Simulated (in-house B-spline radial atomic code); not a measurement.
## Ionising Ga⁷⁺ with different functionals

Computed with an all-electron radial atomic-structure program (B-spline basis): scalar-relativistic (spin-free X2C) Hamiltonian, Fermi nucleus of rms radius 3.9973 fm, spin-polarised at highest spin, spherical fractional occupations for the functionals, and exact exchange of hybrids averaged over the configuration. The ionisation energy is the difference of two self-consistent energies, [Ar] 3d6 → [Ar] 3d5, without Breit or QED terms; ε is the level of the shell that loses the electron (its least bound occupied spin orbital). There is no spin-orbit coupling in this Hamiltonian.

| method | rung | ΔSCF (eV) | -ε(3d) (eV) |
| --- | --- | --- | --- |
| PBE0 | global hybrid | 170.18 | 159.60 |
| B3LYP | global hybrid | ? | ? |
| TPSSh | global hybrid | 169.96 | 156.78 |
| BHandHLYP | global hybrid | 169.95 | 163.76 |
| r2SCAN0 | global hybrid | 169.22 | 158.91 |
| B97-1 | global hybrid | 170.26 | 158.96 |
| HSE06 | range-separated hybrid | ? | ? |
| wB97X | range-separated hybrid | 169.98 | 161.51 |
| CAM-B3LYP | range-separated hybrid | 170.37 | 160.94 |
| LC-wPBE | range-separated hybrid | 170.43 | 161.21 |

Problem. What does B3LYP give?

Solution. ΔSCF 170.45 eV, and -ε(3d) = 158.94 eV.

Problem. What does HSE06 give?

Solution. ΔSCF 170.16 eV, and -ε(3d) = 159.14 eV.

Problem. Among the functionals, which spreads more, the ΔSCF values or the orbital energies?

Solution. The orbital energies: ΔSCF values span about 1.22 eV and the orbital energies 6.98 eV; here energy differences depend much less on the functional than eigenvalues do.

Problem. How do they compare with the NIST value?

Solution. NIST lists 170 eV ± 1.7 (tabulated theory, ground level to ground level). Errors run from -0.68 to +0.55 eV; all lie within about twice that uncertainty, so the table can't rank the methods.
